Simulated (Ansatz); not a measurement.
C22H13BN4OS⁻, that is S-phenylphenoxathiinium tetracyanoborate with one electron more. The state is a doublet with charge -1. Geometry PBE-D4/def2-SVP; atoms count from 1.

```
atom    x (Å)    y (Å)    z (Å)
  N1  -6.7130  -1.1127   0.2325
  C2  -5.5503  -0.9745   0.1602
  B3  -3.9679  -0.7861   0.0614
  C4  -3.4266   0.1011   1.2774
  N5  -3.0008   0.7391   2.1655
  C6  -3.5746  -0.0655  -1.3125
  N7  -3.2377   0.4657  -2.3038
  C8  -3.2291  -2.2046   0.1233
  N9  -2.6404  -3.2170   0.1988
 C10   2.3418  -1.2769  -3.6307
 C11   2.9384  -1.0862  -2.3682
 C12   2.1609  -0.8264  -1.2362
 C13   0.7453  -0.7684  -1.3612
 S14  -0.3236  -0.1106  -0.0888
 C15  -0.0462   1.6544   0.2628
 C16  -0.7733   2.5849  -0.5208
 C17  -0.3312   3.9026  -0.6359
 C18   0.8664   4.3140  -0.0043
 C19   1.6011   3.3972   0.7636
 C20   1.1444   2.0802   0.9010
 O21   1.8706   1.2622   1.7424
 C22   1.4604   0.0061   2.0699
 C23   2.1259  -0.5899   3.1647
 C24   1.7830  -1.8801   3.5779
 C25   0.7749  -2.6022   2.9138
 C26   0.1230  -2.0288   1.8129
 C27   0.4686  -0.7350   1.3907
 C28   0.1370  -0.9268  -2.6371
 C29   0.9354  -1.1933  -3.7499
 H30   2.9646  -1.4794  -4.5151
 H31   4.0341  -1.1502  -2.2643
 H32   2.6363  -0.7003  -0.2518
 H33  -1.6787   2.2421  -1.0483
 H34  -0.9198   4.6221  -1.2256
 H35   1.2256   5.3488  -0.1098
 H36   2.5188   3.6914   1.2961
 H37   2.9087  -0.0054   3.6697
 H38   2.3077  -2.3268   4.4370
 H39   0.4943  -3.6114   3.2486
 H40  -0.6536  -2.5838   1.2618
 H41  -0.9557  -0.8281  -2.7373
 H42   0.4553  -1.3416  -4.7303
```

Single mean-field runs in def2-TZVP are fitted with def2-universal-jkfit.

Q: Estimate the Mulliken populations of the heavy atoms from the PBE0/def2-TZVP orbitals of Ansatz.

A: 
```
atom  charge (e)  spin (α − β)
  N1       -0.09          0.00
  C2       -0.22          0.00
  B3        0.29          0.00
  C4       -0.22          0.00
  N5       -0.08          0.00
  C6       -0.20          0.00
  N7       -0.12          0.00
  C8       -0.17          0.00
  N9       -0.13          0.00
 C10       -0.15          0.21
 C11       -0.13         -0.09
 C12       -0.22          0.17
 C13        0.14          0.07
 S14        0.07          0.21
 C15        0.03          0.15
 C16       -0.23          0.09
 C17       -0.14         -0.05
 C18       -0.09          0.15
 C19       -0.27         -0.07
 C20        0.26          0.10
 O21       -0.21          0.00
 C22        0.26         -0.01
 C23       -0.30          0.03
 C24       -0.05         -0.02
 C25       -0.20          0.03
 C26       -0.10         -0.01
 C27        0.09          0.01
 C28       -0.22          0.11
 C29       -0.12         -0.06
```
Mulliken values depend strongly on the basis.

Q: Where does the spin sit?

A: Summed by element: N 0.00, C 0.82, B 0.00, S 0.21, O 0.00, H -0.02, of 1 unpaired in all. Largest on single atoms: S14 0.21, C10 0.21, C12 0.17.

Q: And the Mayer bond orders between heavy atoms (over 0.3)?

A: N1–C2 3.06 (1.17 Å); C2–B3 0.90 (1.60 Å); B3–C4 0.89 (1.60 Å); B3–C6 0.87 (1.60 Å); B3–C8 0.88 (1.60 Å); C4–N5 3.05 (1.17 Å); C6–N7 2.98 (1.17 Å); C8–N9 2.97 (1.17 Å); C10–C11 1.38 (1.41 Å); C10–C29 1.34 (1.41 Å); C11–C12 1.47 (1.40 Å); C12–C13 1.31 (1.42 Å); C13–S14 1.03 (1.79 Å); C13–C28 1.29 (1.42 Å); S14–C15 0.90 (1.82 Å); S14–C27 0.89 (1.79 Å); C15–C16 1.32 (1.42 Å); C15–C20 1.30 (1.42 Å); C16–C17 1.49 (1.39 Å); C17–C18 1.34 (1.41 Å); C18–C19 1.41 (1.40 Å); C19–C20 1.42 (1.40 Å); C20–O21 0.99 (1.38 Å); O21–C22 1.08 (1.36 Å); C22–C23 1.37 (1.41 Å); C22–C27 1.28 (1.41 Å); C23–C24 1.43 (1.40 Å); C24–C25 1.37 (1.41 Å); C25–C26 1.43 (1.40 Å); C26–C27 1.30 (1.40 Å); C28–C29 1.50 (1.40 Å).
